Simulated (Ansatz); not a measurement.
```xyz
14

C     0.794   -2.398   -0.929
N     0.562   -1.613    0.260
C     0.231   -0.450    0.299
C    -0.186    0.790    0.435
C     0.781    1.947    0.557
Al   -2.105    0.909    0.434
H     0.624   -1.832   -1.850
H     0.132   -3.266   -0.914
H     1.821   -2.768   -0.918
H     0.562    2.725   -0.178
H     1.816    1.632    0.413
H     0.710    2.413    1.544
H    -2.791    2.336    0.557
H    -2.950   -0.425    0.289
```

The species carries charge 0 and has multiplicity 1.

(1) List the PBE/def2-TZVPP orbital energies in eV (Ansatz). (An estimate is asked.)

## Answers

(1) The calculation gave: Occupied: -1506.23, -380.96, -270.33, -269.98, -269.04, -268.82, -106.52, -68.64, -68.40, -68.39, -23.58, -19.36, -17.87, -16.19, -12.60, -11.34, -11.07, -11.03, -10.28, -10.07, -9.34, -8.27, -8.11, -7.02, -6.60, -5.41. Lowest empty: -2.00, -0.95, -0.09, 0.40, 0.65, 1.16, 1.28, 1.91.
